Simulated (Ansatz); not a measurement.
Species: methylhydroxycarbene, C$_{2}$H$_{4}$O, charge 0, multiplicity 1. 
Coordinates optimised at B3LYP-D3(BJ)/def2-TZVP (Ansatz, an electronic-structure program):
SMILES: C[C]O
```xyz
7

C      1.0833    -0.3696     0.0143
C     -0.1145     0.2918    -0.5715
O     -1.1364     0.2785     0.2315
H      1.3952    -1.1729    -0.6596
H      1.9063     0.3509     0.0163
H      0.9397    -0.7737     1.0339
H     -0.9626    -0.1653     1.1007
```

Basis-set convergence of Hartree-Fock and MP2 correlation energies (hartree) with Ansatz. Cores are frozen in the correlated levels unless marked. No spin-orbit coupling. No relativistic terms.

The Hartree-Fock reference is unstable (checked in the largest basis), which strains HF and MP2. 

```csv
basis,functions,E(HF),"E(corr, MP2)"
aug-cc-pVDZ,105,-152.85576,-0.46986
aug-cc-pVTZ,230,___,___
```

Fill in the missing entries.


- aug-cc-pVTZ, E(HF): -152.89316
- aug-cc-pVTZ, E(corr, MP2): -0.56875
